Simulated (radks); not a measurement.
Valence configurations of Co2+ (all share [Ar]). Calculated with a radial shooting solver on a logarithmic mesh with Libxc functionals: scalar-relativistic Kohn-Sham, BLYP, spin-polarised, spherical densities, finite nucleus; open shells are filled with parallel spins first; Fermi nuclear charge, rms radius 3.7875 fm. Energies are relative to 3d7; eigenvalues in eV for spin up.

valence          E (eV)  moment (Bohr magnetons)    e(3d)    e(4p)    e(4s)
3d7               0.000                        3  -28.279        -        -
3d6.5 4s0.5       2.230                        4  -31.529        -  -22.747
3d6 4s1           5.151                        5  -34.998        -  -23.978
3d6.5 4p0.5       5.564                        4  -32.185  -16.467        -
3d6 4p1          12.121                        5  -36.287  -17.731        -
3d5.5 4s1 4p0.5  12.475                        6  -39.314  -18.299  -25.563
3d5 4p2          28.584                        7  -45.008  -20.105        -
3d4 4s1 4p2      48.528                        7  -52.738  -21.804  -30.002
3d3 4s2 4p2      77.356                        5  -61.230  -23.169  -31.836
3d3 4s1 4p3      83.002                        7  -62.088  -23.995  -32.781

NIST lists [Ar] 3d7 as the ground configuration; this level of theory agrees among the configurations tried. The energies are those of spherical high-spin densities, not of single terms.
